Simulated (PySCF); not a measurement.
PBE on Si (silicon, neutral), [Ne] 3s2 3p1 3d1, one real determinant (an excited configuration). Computed with PySCF 2.14 in dyall-av2z (13s9p2d, 50 functions), with no relativity, point nucleus.

```
cycle= 1 E= -288.974828368289  delta_E= -0.00925  |g|= 0.0173  |ddm|= 0.131
cycle= 2 E= -288.974891101497  delta_E= -6.27e-05  |g|= 0.00726  |ddm|= 0.027
cycle= 3 E= -288.974897372469  delta_E= -6.27e-06  |g|= 0.000424  |ddm|= 0.00466
cycle= 4 E= -288.974897434074  delta_E= -6.16e-08  |g|= 0.000127  |ddm|= 0.000797
cycle= 5 E= -288.974897442239  delta_E= -8.16e-09  |g|= 2.34e-05  |ddm|= 0.000295
cycle= 6 E= -288.974897442528  delta_E= -2.89e-10  |g|= 1.52e-06  |ddm|= 4.01e-05
converged SCF energy = -288.974897442528  <S^2> = 2.0021232  2S+1 = 3.0014151
```

Highest occupied orbital energy: 0.819 eV; ⟨L²⟩ = 8.01; populations by l: s 6.00, p 7.00, d 1.00.

(1) Can this result be used?

## Answers

(1) Not for this state. The calculation finished and met its thresholds. ⟨L²⟩ = 8.01 against 12 for a pure F term, so this real determinant mixes terms. The outer electron is Rydberg-like, and this basis confines it to a smaller radius and binds it less than a complete one would. At PBE the highest occupied level has a positive energy, so only the finite basis holds that electron; for this excited configuration the basis is too tight for the outer shell.
